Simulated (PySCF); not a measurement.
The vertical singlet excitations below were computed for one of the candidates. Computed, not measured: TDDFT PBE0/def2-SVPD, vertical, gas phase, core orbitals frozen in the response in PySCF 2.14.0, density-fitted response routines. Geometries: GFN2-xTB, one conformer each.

```csv
state,ν̃ (cm⁻¹),f,"main configurations (H = HOMO, L = LUMO)"
S1,50840,0.0000,H→L (90%)
S2,51480,0.147,"H-1→L (84%), H→L+2 (13%)"
S3,54600,0.0014,H→L+1 (95%)
S4,55520,0.0072,H-1→L+1 (93%)
S5,59100,0.508,"H→L+2 (82%), H-1→L (11%)"
S6,60110,0.0024,H-1→L+2 (83%)
```

Triplets computed (Tamm–Dancoff): 4.34, 4.39 eV.

Problem. Which candidate is it? All have the formula C7H12.
A. `C=CCC=C(C)C`
B. `C#CC[C@@H](C)CC`
C. `C[C@@H]1[C@H]2CCC[C@@H]12`
D. `C=C(C)CC(=C)C`

Solution. D. Its S1 lies at 6.30 eV; the nearest of the others has S1 at 6.04 eV. S1 is HOMO→LUMO (90%). Löwdin shares by element: HOMO carbon 69% or more (atoms not listed hold the other 31%); LUMO carbon 62% or more (atoms not listed hold the other 38%). At the same level the other candidates give, for their lowest levels:
- `C#CC[C@@H](C)CC`: 6.69 eV (f 0.000); 6.94 eV (f 0.004); 6.98 eV (f 0.001); 7.44 eV (f 0.016); 7.45 eV (f 0.024); T1 5.44 eV; HOMO -7.71, LUMO 0.65 eV
- `C[C@@H]1[C@H]2CCC[C@@H]12`: 7.28 eV (f 0.008); 7.30 eV (f 0.001); 7.56 eV (f 0.000); 7.57 eV (f 0.012); 7.84 eV (f 0.015); T1 7.18 eV; HOMO -7.51, LUMO 0.88 eV
- `C=CCC=C(C)C`: 6.04 eV (f 0.228); 6.42 eV (f 0.014); 6.79 eV (f 0.232); 7.09 eV (f 0.023); 7.16 eV (f 0.005); T1 4.26 eV; HOMO -6.76, LUMO 0.12 eV

The values belong to the conformer `[CH2:1]=[C:2]([CH3:3])[CH2:4][C:5](=[CH2:6])[CH3:7]`: C1–C2–C4–C5 112°, C2–C4–C5–C6 112°.
